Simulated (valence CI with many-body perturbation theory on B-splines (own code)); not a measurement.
Results of a calculation; reference values are marked as such.
**A CI+MBPT run for Nd XLVIII**

Method: valence CI with perturbative core correlation (CI+MBPT): three valence electrons over a frozen Dirac-Fock core [Ne], radial functions for each j: 11 s, 11 p, 9 d, 7 f, 5 g, 2 h, 1 i, with the one-electron correlation potential Σ1 (screened to all orders), the two-electron term Σ2, the three-electron term Σ3, Breit, model QED; selected single and double excitations, second order for the rest (own B-spline code, finite nucleus).

Command, and the settings that its task file holds:

```sh
python run_cv.py task.json out
```

```
atom Nd  Z=60  mass_number=142  rms_radius_fm=4.9123
core [Ne]
valence 3s2 3p1
avg = 1
basis = L
breit = 1
cap = 40000
capref = 1200
cscale = 1
de = 0.0
dress = 0
eps = 2e-08
h = 0.27
hh = 1
l2 = 3
lcore = 6
maxit = 60
n2 = 5
natural = 1
nlev = 60
nno = [7, 7, 6, 5, 4, 2, 1]
nroot = 26
nsp = [4, 4, 3, 2, 1, 0, 0]
pt2 = 1
qed = 1
rpa = 1
s1 = 1
s2 = 1
s3 = 1
screen = 1
tol = 2e-05
```

Q: Roughly how long does this run take on one core of Arm Neoverse V2, and how much memory?

A: 80 s on 1 thread of Arm Neoverse V2, with other jobs on the host, peak memory 0.65 GiB.

Log. The first blocks belong to the next ion, which gives the ionisation energy. Fields: 2J, parity (1 odd), roots, reference size, generating configurations, candidates as configurations/state functions, variational space P, stored matrix elements, Davidson steps; e2 is the range of second-order energies in hartree. The first line gives the box (bohr), its intervals, the orbitals and the steps of their self-consistent field. Window is the range of levels sought, series limit the energy at which the first omitted orbital would enter, core excitation an estimate of the first excitation out of the core, left out the lowest levels not solved, and shifts from estimates the range by which levels moved from their first estimate, all in cm⁻¹.

```
rmax 2.4 intervals 56 orbitals 81 references ['3s2 3p', '3s 3p2', '3s2 3d', '3p3', '3s 3p 3d'] scf 2 t 0.8
2J=0 par=0 roots 2 ref 20 generators 4 cand 362/362 P 364/364 nnz 0 it 0
2J=0 par=0 roots 2 ref 20 generators 4 cand 18/18 P 382/382 nnz 0 it 0
   second order: generators 7 cand 0/0 e2 -0.00000 -0.00000
reference levels 715, estimated 128, window 6021666 1/cm; series limit 24635486, core excitation 43066269
2J=1 par=1 roots 7 ref 55 generators 8 cand 3592/5470 P 3564/5409 nnz 4e+06 it 4
2J=1 par=1 roots 7 ref 55 generators 11 cand 1728/2616 P 4252/6501 nnz 5.6e+06 it 4
   second order: generators 17 cand 4348/6852 e2 -0.00001 -0.00000
2J=1 par=0 roots 9 ref 58 generators 11 cand 3573/5478 P 4044/6202 nnz 5.2e+06 it 5
2J=1 par=0 roots 9 ref 58 generators 12 cand 1279/1834 P 4573/7048 nnz 6.7e+06 it 4
   second order: generators 19 cand 4023/6320 e2 -0.00001 -0.00000
2J=3 par=1 roots 12 ref 89 generators 14 cand 5476/11400 P 3830/7999 nnz 8.6e+06 it 5
2J=3 par=1 roots 12 ref 89 generators 14 cand 2838/5988 P 5294/11380 nnz 1.7e+07 it 5
   second order: generators 20 cand 4112/9511 e2 -0.00002 -0.00000
2J=3 par=0 roots 13 ref 92 generators 11 cand 5415/11369 P 3765/7999 nnz 8.6e+06 it 4
2J=3 par=0 roots 13 ref 92 generators 15 cand 2914/5962 P 5584/12042 nnz 1.9e+07 it 5
   second order: generators 24 cand 3784/8825 e2 -0.00001 -0.00000
2J=5 par=0 roots 12 ref 94 generators 13 cand 5991/14151 P 3452/7999 nnz 8.8e+06 it 5
2J=5 par=0 roots 12 ref 94 generators 13 cand 3734/8746 P 5713/13817 nnz 2.5e+07 it 5
   second order: generators 23 cand 4313/11914 e2 -0.00001 -0.00000
2J=5 par=1 roots 9 ref 86 generators 11 cand 6077/14136 P 3490/7999 nnz 8.8e+06 it 4
2J=5 par=1 roots 9 ref 86 generators 11 cand 3649/8722 P 5206/12488 nnz 2.1e+07 it 4
   second order: generators 15 cand 4829/13210 e2 -0.00001 -0.00000
2J=7 par=1 roots 5 ref 63 generators 8 cand 5758/13866 P 3398/7999 nnz 9e+06 it 5
2J=7 par=1 roots 5 ref 63 generators 8 cand 3416/8428 P 4627/11235 nnz 1.7e+07 it 5
   second order: generators 11 cand 3669/10387 e2 -0.00002 -0.00001
2J=9 par=1 roots 2 ref 33 generators 4 cand 4742/11404 P 2676/6042 nnz 5.4e+06 it 4
2J=9 par=1 roots 2 ref 33 generators 5 cand 3201/7895 P 3588/8432 nnz 1e+07 it 4
   second order: generators 7 cand 5085/14525 e2 -0.00002 -0.00001
2J=7 par=0 roots 6 ref 67 generators 6 cand 5664/13818 P 3277/8000 nnz 9.3e+06 it 4
2J=7 par=0 roots 6 ref 67 generators 8 cand 3547/8385 P 4883/12218 nnz 2.1e+07 it 4
   second order: generators 15 cand 4791/13826 e2 -0.00001 -0.00000
2J=9 par=0 roots 4 ref 41 generators 5 cand 4673/11421 P 2974/7073 nnz 8.4e+06 it 4
2J=9 par=0 roots 4 ref 41 generators 7 cand 2943/6884 P 3852/9271 nnz 1.3e+07 it 4
   second order: generators 12 cand 4815/13721 e2 -0.00001 -0.00001
left out: unestimated 8726244, estimated 6615345, shifts from estimates -6 to 61
operators 0.7
```

The Davidson iterations converged.

No measured spectrum was set against this ion. As an estimate, large intervals hold to a few tenths of a per cent, small ones and those within an open d or f shell to about a per cent.

```yaml
Valence_energy: -459.5123 hartree
Ionisation_energy: "3998.4 eV (NIST: 3997 ± 4 eV (theoretical))"
Reference_configurations_for_the_orbitals: 3s2 3p, 3s 3p2, 3s2 3d, 3p3, 3s 3p 3d
Radial_orbitals: 81
Box_radius: 2.388 bohr
Largest_variational_space: 13817
Lowest_levels: (3s^2 3p1/2) J=1/2 0.00, (3s 3p1/2^2) J=1/2 966.42, (3s^2 3p3/2) J=3/2 1090.2, (3s 3p1/2 3p3/2) J=3/2 [a] 1884.4, (3s 3p1/2 3p3/2) J=5/2 1991.1, (3s 3p1/2 3p3/2) J=3/2 [b] 2131.0, (3s 3p1/2 3p3/2) J=1/2 2196.9, (3s^2 3d3/2) J=3/2 2525.5, (3s^2 3d5/2) J=5/2 2708.2, (3s 3p3/2^2) J=5/2 3083.2, (3p1/2^2 3p3/2) J=3/2 3101.0, (3s 3p1/2 3d3/2) J=3/2 [a] 3213.6, (3s 3p1/2 3d3/2) J=5/2 3290.9, (3s 3p3/2^2) J=1/2 3291.1 × 10³ cm⁻¹
```

Levels are named by their leading jj configuration (3d3/2^4 stands for four electrons in 3d with j = 3/2), which in mixed levels can hold well under half, so a name can repeat and another be missing. Letters in brackets count levels of one name in rising energy.
